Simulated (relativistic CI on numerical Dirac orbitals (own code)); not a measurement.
What each ingredient does to the levels of La²³⁺

Base calculation: Dirac-Coulomb-Breit CI, KLI orbitals optimised for each configuration, QED by a radiative potential, unscaled Slater integrals.

Configuration list (outside the closed core [Ar] 3d10): 4s2 4p4, 4s 4p5, 4s2 4p3 4d, 4p6, 4s 4p4 4d, 4s2 4p3 4f, 4s 4p4 4f, 4p5 4d, 4s 4p3 4d2, 4s2 4p2 4d 4f, 4p5 4f, 4s2 4p3 5s, 4s2 4p3 5p, 4p5 5s, 4p4 4d 4f, 4s 4p3 4d 5s, 4s 4p4 5s, 4s 4p3 4f2, 4s2 4p3 5d, 4s2 4p2 4f 5s, 4s 4p4 5p, 4s2 4p3 5f, 4s2 4p3 5g, 4s 4p4 5d, 4s2 4p3 6s, 4s2 4p3 6p, 4p4 4f 5s, 4s2 4p2 4d2, 4s2 4p 4d3, 4s 4p2 4d3, 4s2 4p 4d2 4f, 4s 4p2 4d2 4f, 4s2 4p 4d2 5s, 4p4 4d2, 4p3 4d3, 4p3 4d2 4f, 4p3 4d2 5s, 4s2 4p2 4d 5s, 4s 4p2 4d2 5s, 4s2 4p 4d 4f 5s, 4s 4p2 4d 4f 5s, 4s2 4p 4d 5s2, 4p4 4d 5s, 4p3 4d 4f 5s, 4p3 4d 5s2, 4s2 4p2 5s2, 4s 4p2 4d 5s2, 4s2 4p 4f 5s2, 4s 4p2 4f 5s2. Double excitations out of closed p, d and f shells are left out; levels of such configurations are missing from the list, as are those of other unlisted configurations, and high levels can miss mixing partners. These lack a partner that the ground configuration has and come out too high: 4s2 4p3 5p, 4s2 4p3 5d, 4s 4p4 5p, 4s2 4p3 5f, 4s2 4p3 5g.

Variants: (1) configuration mixing switched off. Shifts of the energy above 4s2 4p4 3P_2, in cm⁻¹, for the lowest level and the first level of each name with at least 55 % of one term (blank where a level changes its place among those of its configuration and J or its character, or is not in the variant):

```tsv
Level	Base	Δ(1)
4s2 4p4 3P_2	0	0
4s2 4p4 3P_1	166164	+974
4s2 4p4 1D_2	192291	+3414
4s 4p5 3P°_2	624368	+53904
4s 4p5 3P°_0	796876	+59533
4s2 4p3 4d 3D°_1	880870	+1551
4s2 4p3 4d 3F°_3	913637	+2485
4s2 4p3 4d 3D°_3	931713	+2592
4s2 4p3 4d 3G°_4	936584	+1343
4s2 4p3 4d 3G°_5	976414	+2700
4p6 1S_0	1328265	+153041
4s 4p4 4d 5D_3	1346594	+8904
4s 4p4 4d 5F_5	1395944	+4465
```

At this charge energies of transitions that change n are usually good to better than 1 %, and those within a shell (Δn = 0) to a few per cent.

Ionisation energy from the two ground configurations alone: base 769.501 eV. The NIST ASD value (theoretical) is 770 eV.

LS names give the leading component of a level, which can be under half, so a name can repeat, a term be missing and a line seem to break the LS rules.
